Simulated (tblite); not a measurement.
Problem. Give a GFN2-xTB geometry of `C#C[C]1CSC[C@H]1C` [radical]. (Doublet state.)

Solution. 
```xyz
17
C7H9S angstrom
C      2.8254   -1.3378    0.5941
C      1.8515   -0.6888    0.2638
C      0.7583    0.0418   -0.0956
C      0.7591    0.9160   -1.2997
S     -0.8641    1.7468   -1.3625
C     -1.2090    1.3492    0.3844
C     -0.5383    0.0061    0.6514
C     -1.4054   -1.1574    0.1473
H      3.6610   -1.9061    0.8727
H      1.5488    1.6736   -1.2543
H      0.8887    0.3540   -2.2290
H     -2.2877    1.3211    0.5177
H     -0.7837    2.1401    1.0045
H     -0.3639   -0.1245    1.7251
H     -2.3389   -1.2018    0.7037
H     -1.6328   -1.0218   -0.9077
H     -0.8760   -2.0985    0.2741
```

Any rigid rotation of these coordinates is as good. Atoms count from 1 in this order. The C–C distances run from 1.216 Å (C1≡C2, drawn triple) to 1.536 Å (C7–C8, drawn single), a spread of 0.320 Å. S5 (sulfur bonded to 2 C) is bent (angle 92.1°). Of the pairs four or more bonds apart, S5···H16 is among the closest relative to their van der Waals radii: 2.91 Å, 97 % of the sum of Bondi's values. C3 (carbon bonded to 3 C) is planar (angles 123.4°, 121.9° and 114.7°, sum 360.0°, 0.01 Å off the plane of its three neighbours).

Bonds between heavy atoms (Å): C1≡C2 1.216, C2–C3 1.363, C3–C4 1.488, C4–S5 1.825, S5–C6 1.824, C6–C7 1.525, C7–C8 1.536, C3–C7 1.497.

Computed geometry: GFN2-xTB, gas phase. This method treats the open shell by occupation alone, without spin polarisation.

Point group: C1 (no symmetry element, even within 0.4 Å). Its lowest GFN2-xTB frequency is 13 cm⁻¹, too small to tell a flat minimum from a shallow saddle. Torsions: C2–C3–C4–S5 -178°, C3–C4–S5–C6 17°, C4–S5–C6–C7 -33°, S5–C6–C7–C8 -81°. 3 starts were optimised and ended at 0.00, 0.31 and 0.32 kcal/mol (GFN2-xTB); the lowest of these is shown.

The run took 0.23 s wall on Arm Neoverse V2, one thread, shared host with 96 logical CPUs at a one-minute load of 27. This is the geometry optimisation.

One conformer stands for the species.
